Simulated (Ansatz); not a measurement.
Basis-set extrapolation for BFH$_{4}$OSSi, SMILES `O[SiH2]SBF` (PBE0-D4/def2-TZVP geometry, frozen core, Ansatz). Multiplicity 1, RHF reference.

|  | def2-TZVPP | def2-QZVPP |
| --- | --- | --- |
| HF | -888.053825 | -888.083515 |
| MP2 correlation | -0.882597 | -0.958672 |
| CCSD(T) correlation | -0.954702 | not run |

Energies in hartree. Use E(X) = E(∞) + A·exp(−7.88·√X) for Hartree–Fock and E(X) = E(∞) + B·X^(−2.97) for correlation, with X = 3 and 4, and add CCSD(T) minus MP2 of the smaller set to the MP2 limit.

**Question.** What is the CCSD(T) energy at the basis-set limit?

**Answer.** HF limit: -888.083515 + (-0.029690) × 0.13774 = -888.08760. MP2 limit: -0.958672 + (-0.076075) × 0.74074 = -1.01502. Higher-order term: -0.954702 − (-0.882597) = -0.07211. Total: -889.17473 hartree, 436.4 kJ/mol below CCSD(T)/def2-TZVPP.
